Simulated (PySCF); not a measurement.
Isomers of C4H12GeO, from PySCF 2.14.0, PBE0-D3(BJ)/def2-SVP geometry optimisation, gas phase. One conformer each, no zero-point energy, no frequencies.

Task: Which is lowest in electronic energy at this level?
A. `[CH3:1][CH2:2][CH2:3][CH2:4][O:5][GeH3:6]` with C1–C2–C3–C4 178°, C2–C3–C4–O5 -62°, C3–C4–O5–Ge6 174°: A = 8017, B = 700.4, C = 669.4 MHz, dipole 1.08 D
B. `[CH3:1][CH2:2][C@@H:3]([CH3:4])[O:5][GeH3:6]` with C1–C2–C3–C4 178°, C2–C3–O5–Ge6 157°: A = 3793, B = 1163, C = 940.3 MHz, dipole 1.06 D
C. `[CH3:1][CH2:2][O:3][GeH2:4][CH2:5][CH3:6]` with C1–C2–O3–Ge4 175°, C2–O3–Ge4–C5 -177°, O3–Ge4–C5–C6 175°: A = 8139, B = 973.9, C = 900.6 MHz, dipole 0.86 D
D. `CC(C)([O][GeH3])C`: A = 4310, B = 1196, C = 1196 MHz, dipole 1.11 D
E. `[CH3:1][CH2:2][Ge@H:3]([CH3:4])[O:5][CH3:6]` with C1–C2–Ge3–C4 56°, C2–Ge3–O5–C6 -60°: A = 2477, B = 2136, C = 1459 MHz, dipole 1.38 D

Result: E. That is `C[CH2][Ge@H]([CH3])[O]C`, 4.1 kcal/mol below the next.

```json
{"SMILES": "C[CH2][Ge@H]([CH3])[O]C", "mapped SMILES": "[CH3:1][CH2:2][Ge@H:3]([CH3:4])[O:5][CH3:6]", "E (Eh)": "-2310.93124", "relative (kcal/mol)": "0.0", "relative (kJ/mol)": "0.0", "dipole (D)": "1.38"}
{"SMILES": "CC(C)(C)[O][GeH3]", "mapped SMILES": "[CH3:1][C:2]([CH3:3])([CH3:4])[O:5][GeH3:6]", "E (Eh)": "-2310.92472", "relative (kcal/mol)": "4.1", "relative (kJ/mol)": "17.1", "dipole (D)": "1.11"}
{"SMILES": "CC[O][GeH2][CH2]C", "mapped SMILES": "[CH3:1][CH2:2][O:3][GeH2:4][CH2:5][CH3:6]", "E (Eh)": "-2310.92436", "relative (kcal/mol)": "4.3", "relative (kJ/mol)": "18.0", "dipole (D)": "0.86"}
{"SMILES": "CC[C@@H](C)[O][GeH3]", "mapped SMILES": "[CH3:1][CH2:2][C@@H:3]([CH3:4])[O:5][GeH3:6]", "E (Eh)": "-2310.92252", "relative (kcal/mol)": "5.5", "relative (kJ/mol)": "22.9", "dipole (D)": "1.06"}
{"SMILES": "CCCC[O][GeH3]", "mapped SMILES": "[CH3:1][CH2:2][CH2:3][CH2:4][O:5][GeH3:6]", "E (Eh)": "-2310.91724", "relative (kcal/mol)": "8.8", "relative (kJ/mol)": "36.8", "dipole (D)": "1.08"}
```
